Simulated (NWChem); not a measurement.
Program: NWChem. System: H$_{4}$FInO, charge 0, spin multiplicity 1, at a geometry optimised with B3LYP/def2-SVP with def2 effective core potentials on In. The structure started from a generated list of species. Level: G0W0@PBE0/def2-SVPD with def2 effective core potentials on In, RI basis def2-svpd-rifit, no spin-orbit coupling.

Job file:

```
start mol
memory heap 200 mb stack 700 mb global 1700 mb
geometry units angstroms nocenter noautoz noautosym
  In     0.312137    -0.379726    -0.051374
  H      0.525967    -1.232128     1.422469
  H      1.131123    -0.167942    -1.551962
  F     -1.664392     0.110068    -0.294834
  O     -0.132362     1.860417     0.619984
  H     -1.039617     1.566359     0.330664
  H      0.126252     2.566334     0.009782
end
basis spherical
  * library def2-svpd
end
ecp
  In library def2-ecp
end
basis "ri basis" bse spherical
  * library def2-svpd-rifit
end
dft
  xc pbe0
  iterations 100
  direct
  tolerances tight
end
task dft energy
gw
  states alpha occ 4 vir 2
end
task dft gw
```

Output (cleaned and shortened):

```
             Northwest Computational Chemistry Package (NWChem) 7.3.0
             --------------------------------------------------------

                                NWChem Input Module
                                -------------------

 Scaling coordinates for geometry "geometry" by  1.889725989
 (inverse scale =  0.529177249)

                             Geometry "geometry" -> ""
                             -------------------------

 Output coordinates in angstroms (scale by  1.889725989 to convert to a.u.)

  No.       Tag          Charge          X              Y              Z
 ---- ---------------- ---------- -------------- -------------- --------------
    1 In                  49.0000     0.31213700    -0.37972600    -0.05137400
    2 H                    1.0000     0.52596700    -1.23212800     1.42246900
    3 H                    1.0000     1.13112300    -0.16794200    -1.55196200
    4 F                    9.0000    -1.66439200     0.11006800    -0.29483400
    5 O                    8.0000    -0.13236200     1.86041700     0.61998400
    6 H                    1.0000    -1.03961700     1.56635900     0.33066400
    7 H                    1.0000     0.12625200     2.56633400     0.00978200

 Effective nuclear repulsion energy (a.u.)     285.7044464883

            Nuclear Dipole moment (a.u.)
            ----------------------------
        X                 Y               Z
 ---------------- ---------------- ----------------
     0.0000264562    -0.0000056692    -0.0000132281


 Summary of "ao basis" -> "" (spherical)
 ------------------------------------------------------------------------------
       Tag                 Description            Shells   Functions and Types
 ---------------- ------------------------------  ------  ---------------------
 *                         def2-svpd                  on all atoms

 Summary of "ri basis" -> "" (spherical)
 ------------------------------------------------------------------------------
       Tag                 Description            Shells   Functions and Types
 ---------------- ------------------------------  ------  ---------------------
 *                      def2-svpd-rifit               on all atoms

                                 NWChem DFT Module
                                 -----------------

 Summary of "ao basis" -> "ao basis" (spherical)
 ------------------------------------------------------------------------------
       Tag                 Description            Shells   Functions and Types
 ---------------- ------------------------------  ------  ---------------------
 In                        def2-svpd                12       32   5s4p3d
 H                         def2-svpd                 4        8   2s2p
 F                         def2-svpd                 9       23   4s3p2d
 O                         def2-svpd                 9       23   4s3p2d

 Summary of "ao basis" -> "ao basis" (spherical)
 ------------------------------------------------------------------------------
       Tag                 Description            Shells   Functions and Types
 ---------------- ------------------------------  ------  ---------------------
 In                        def2-svpd                12       32   5s4p3d
 H                         def2-svpd                 4        8   2s2p
 F                         def2-svpd                 9       23   4s3p2d
 O                         def2-svpd                 9       23   4s3p2d

            General Information
[...]
    14      0.337824  1 In pz                41     -0.310145  3 H  s
    33      0.305358  2 H  s                 55      0.227805  4 F  pz
    42     -0.167110  3 H  s                 58     -0.158958  4 F  pz
    34      0.152957  2 H  s                 21      0.125163  1 In d  1
    13     -0.114079  1 In py                17      0.109578  1 In pz

 Vector   22  Occ=0.000000D+00  E=-3.473854D-02
              MO Center=  5.6D-01, -1.9D-01, -1.1D-01, r^2= 6.0D+00
   Bfn.  Coefficient  Atom+Function         Bfn.  Coefficient  Atom+Function
  ----- ------------  ---------------      ----- ------------  ---------------
    16      0.755661  1 In py                13      0.396543  1 In py
    75     -0.396411  5 O  s                 83      0.339181  5 O  py
    17      0.287935  1 In pz                 4      0.238918  1 In s
    15      0.228086  1 In px                12      0.195569  1 In px
    14      0.184069  1 In pz                 5      0.165837  1 In s

 Vector   23  Occ=0.000000D+00  E=-9.606536D-03
              MO Center= -8.1D-02,  4.7D-01, -1.1D-01, r^2= 7.7D+00
   Bfn.  Coefficient  Atom+Function         Bfn.  Coefficient  Atom+Function
  ----- ------------  ---------------      ----- ------------  ---------------
     4      1.546194  1 In s                 15     -0.709860  1 In px
    16      0.709280  1 In py                75     -0.687871  5 O  s
    52     -0.669156  4 F  s                 83      0.509952  5 O  py
    42     -0.355464  3 H  s                  3      0.353282  1 In s
    34     -0.318583  2 H  s                 59     -0.284697  4 F  px

 Vector   24  Occ=0.000000D+00  E=-2.099444D-04
              MO Center=  5.7D-01, -1.4D-01, -1.9D-01, r^2= 8.4D+00
   Bfn.  Coefficient  Atom+Function         Bfn.  Coefficient  Atom+Function
  ----- ------------  ---------------      ----- ------------  ---------------
     4      0.980211  1 In s                  5     -0.896885  1 In s
     3      0.359900  1 In s                 34     -0.357945  2 H  s
    15      0.287565  1 In px                42     -0.273650  3 H  s
    30     -0.266444  1 In d  0              12      0.258544  1 In px
     1     -0.223403  1 In s                 29      0.184972  1 In d -1

 center of mass
 --------------
 x =   0.03532555 y =  -0.11085491 z =  -0.01688363

 moments of inertia (a.u.)
 ------------------
         339.128925657106          82.237117438039         -17.259173298561
          82.237117438039         283.513952762613         -67.982094920942
         -17.259173298561         -67.982094920942         532.169573675981

     Multipole analysis of the density
     ---------------------------------

     L   x y z        total         alpha         beta         nuclear
     -   - - -        -----         -----         ----         -------
     0   0 0 0      0.000000    -21.000000    -21.000000     42.000000

     1   1 0 0      0.920224      8.718046      8.718046    -16.515869
     1   0 1 0      0.481494     -9.805343     -9.805343     20.092181
     1   0 0 1     -0.181123     -1.449714     -1.449714      2.718305

     2   2 0 0    -30.323340    -68.318404    -68.318404    106.313468
     2   1 1 0      0.022145     14.742145     14.742145    -29.462146
     2   1 0 1     -0.441019     -3.922647     -3.922647      7.404274
     2   0 2 0    -21.598416    -84.741968    -84.741968    147.885519
     2   0 1 1     -0.747868    -15.365353    -15.365353     29.982839
     2   0 0 2    -29.406024    -29.798345    -29.798345     30.190665

 Task  times  cpu:       19.6s     wall:       19.6s

                                NWChem Input Module
                                -------------------

                                 NWChem GW Module
                                 ----------------

                             ***********************
                             ***        GW       ***
                             ***********************

 Summary of "ri basis" -> "ri basis" (spherical)
 ------------------------------------------------------------------------------
       Tag                 Description            Shells   Functions and Types
 ---------------- ------------------------------  ------  ---------------------
 In                     def2-svpd-rifit             34      130   10s9p8d5f2g
 H                      def2-svpd-rifit              9       23   4s3p2d
 F                      def2-svpd-rifit             20       64   7s6p5d2f
 O                      def2-svpd-rifit             20       64   7s6p5d2f

                 Memory Information
                 ------------------
          Available GA per process is          1699.9 MBs
          Available stack per process is        700.0 MBs
          Available heap per process is           0.0 MBs

          Peak memory in Initialization
              Peak GA per process is                  7.7 MBs
              Peak stack per process is               0.1 MBs
              Peak heap per process is                8.0 MBs
              Memory not in MA per process            0.0 MBs

          Peak memory in AFF Calculation
              Peak GA per process is                 38.3 MBs
              Peak stack per process is              26.7 MBs
              Peak heap per process is                0.0 MBs
              Memory not in MA per process           26.7 MBs

          Computing 2-center integrals
          Computing Inverse Cholesky factor
          Computing 3-center integrals
          Computing V_xc ...

          Computing Sigma_x
          Computing RPA polarizability
          Solving quasiparticle equations

                  Alpha Orbitals
          State     Energy (eV)     Error (eV)
          -----------------------------------
@GW        18        -12.039           0.004
@GW        19        -11.642           0.004
@GW        20        -11.593           0.004
@GW        21        -10.672           0.005
@GW        22          0.997           0.004
@GW        23          1.759           0.004

   Applying  -2.1383 eV scissor-shift to rest of particle states

   Applying   1.9423 eV scissor-shift to rest of hole states

     GW Timing Statistics
   ------------------------
   Init.   :          0.1s
     ERIs  :          1.4s
     Distr.:          0.0s
     Vxc   :          2.7s
   Sigma_x :          0.0s
   RPA     :          2.2s
   Wmn     :          0.1s
   Sigma_c :          0.0s
   GW total:          6.4s

 Task  times  cpu:        6.4s     wall:        6.4s

 Total times  cpu:       26.1s     wall:       26.1s
```
